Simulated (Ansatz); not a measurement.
Consider the ligand exchange at the Si–O bond: `O[SiH2][SiH2]Cl` + `N[SiH3]` → `[SiH3]N[SiH2][SiH2]Cl` + H₂O.

Isolated molecules relaxed with PBE0-D4/def2-TZVP in Ansatz; ΔE leaves out vibrations. CCSD(T)/CBS adds triple-zeta CCSD(T) − MP2 to the extrapolated MP2 energy (def2 sets, frozen cores). This one scheme is used for every species. Each species was taken in one conformer, which may not be the lowest.

`O[SiH2][SiH2]Cl`:

```xyz
9

O     0.185   -0.259    1.984
Si   -0.076   -0.978    0.523
Si    0.209    0.633   -1.162
Cl   -0.740    2.322   -0.411
H    -0.214    0.604    2.114
H     0.902   -2.088    0.412
H    -1.455   -1.531    0.407
H     1.624    1.007   -1.413
H    -0.436    0.291   -2.455
```

`N[SiH3]`:

Z-matrix (Å, degrees):
```
Si
N 1 1.720
H 1 1.486 2 107.9
H 1 1.494 2 116.0 3 -120.3
H 1 1.486 2 107.9 3 119.4
H 2 1.007 1 119.6 3 -168.6
H 2 1.007 1 119.6 3 49.2
```

`[SiH3]N[SiH2][SiH2]Cl`:

Z-matrix (Å, degrees):
```
Si
N 1 1.727
H 1 1.489 2 111.7
H 1 1.485 2 106.5 3 -118.9
H 1 1.486 2 112.0 3 120.9
Si 2 1.726 1 128.6 3 119.0
H 2 1.010 1 116.3 3 -60.2
Si 6 2.346 2 110.8 1 30.9
H 6 1.489 2 108.7 1 150.2
H 6 1.494 2 113.8 1 -90.7
Cl 8 2.067 6 108.6 2 44.9
H 8 1.487 6 110.2 2 162.8
H 8 1.484 6 114.0 2 -75.2
```

H₂O:

Z-matrix (Å, degrees):
```
O
H 1 0.960
H 1 0.960 2 105.1
```

| species | CCSD(T)/CBS(def2) energy (Eh) |
| --- | --- |
| `O[SiH2][SiH2]Cl` | -1116.20195 |
| `N[SiH3]` | -346.80422 |
| `[SiH3]N[SiH2][SiH2]Cl` | -1386.61761 |
| H₂O | -76.37941 |

Question: Work out ΔE.

Answer: ΔE = (-1386.61761) + (-76.37941) − (-1116.20195) − (-346.80422) = 0.00915 Eh = +24.0 kJ/mol.

Largest T1 diagnostic among the species: 0.011.

In def2-TZVPP, CCSD(T) changes the Hartree–Fock value by −18.1 kJ/mol (the triples alone add −2.3 kJ/mol) and MP2 by −19.2 kJ/mol. The D4 term adds −15.0 kJ/mol with B3LYP and −8.7 kJ/mol with PBE0; it sums over pairs of atoms, weighted by their polarisabilities, and B3LYP, whose exchange is more repulsive, gets the larger term.

B3LYP here is the variant with VWN-RPA as its local correlation; programs differ in this.
